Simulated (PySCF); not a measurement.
Simulated C 1s region for `C=Cc1ccccc1`, binding energy against the vacuum level.

Every computed line was given a Gaussian of 0.8 eV full width at half maximum and an area set by the number of equivalent atoms; the highest printed point is 100. Level of theory: delta-SCF UKS SCAN, pcX-2 on the ionised atom, pcseg-1 elsewhere, spin-free X2C in PySCF 2.14.0.

```csv
binding energy (eV),intensity
288.6,0
288.7,0
288.8,0
288.9,1
289.0,2
289.1,4
289.2,7
289.3,12
289.4,20
289.5,30
289.6,42
289.7,57
289.8,72
289.9,85
290.0,95
290.1,100
290.2,99
290.3,93
290.4,83
290.5,69
290.6,55
290.7,41
290.8,28
290.9,18
291.0,11
291.1,6
291.2,3
291.3,2
291.4,1
291.5,0
291.6,0
```

Q: How many maxima does the curve show, and how many computed lines lie under it?

A: The curve has 1 maximum (at 290.1 eV). Under it lie 6 lines from 6 inequivalent carbon sites. At this width some lines have no maximum of their own.

Q: Decompose the envelope and assign each component. Numbering: `[CH2:1]=[CH:2][c:3]1[cH:4][cH:5][cH:6][cH:7][cH:8]1`.

A: 
| position (eV) | relative area | line | atoms | environment |
| --- | --- | --- | --- | --- |
| 289.74 | 1 | C 1s | C1 | terminal =CH2 carbon |
| 290.02 | 1 | C 1s | C6 | aromatic CH carbon |
| 290.04 | 2 | C 1s | C4/C8 | aromatic CH carbon |
| 290.19 | 2 | C 1s | C5/C7 | aromatic CH carbon |
| 290.44 | 1 | C 1s | C3 | substituted aromatic carbon |
| 290.48 | 1 | C 1s | C2 | alkene CH carbon |

Lowest listed C 1s: C1, bonded to C (double bond) and 2 H. Highest, 0.74 eV above it: C2, bonded to C (double bond), C and H. The widest gap between neighbouring values is 0.28 eV, between 289.74 and 290.02 eV. Summing the Pauling electronegativity differences to the bonded atoms, each weighted by its formal bond order, gives -0.70 for the lowest site and -0.35 for the highest; the largest sum, 0.00, belongs to C3, 0.04 eV below the top. The values 290.02 and 290.04 eV; the values 290.44 and 290.48 eV lie too close for their order to be trusted.

Shake-up satellites, vibrational structure and lifetime widths aren't simulated. Topologically equivalent atoms share the value of their first member; where this conformer doesn't relate them by symmetry, their own values could differ. Spin contamination (⟨S²⟩ against 0.75 for a pure doublet) is marked for C 1s of C2 (0.97), C 1s of C3 (0.90), C 1s of C4/C8 (0.86), C 1s of C5/C7 (0.89) and C 1s of C6 (0.85), which makes these values less certain. The structure is a single PBE0-D3(BJ)/def2-SVP conformer in the gas phase; no vibrational or solvent corrections.

On one thread of an x86-64 server, no GPU, on a shared host, this took 78 s of wall time.

The values belong to the conformer `[CH2:1]=[CH:2][c:3]1[cH:4][cH:5][cH:6][cH:7][cH:8]1`: C1–C2–C3–C4 0°.
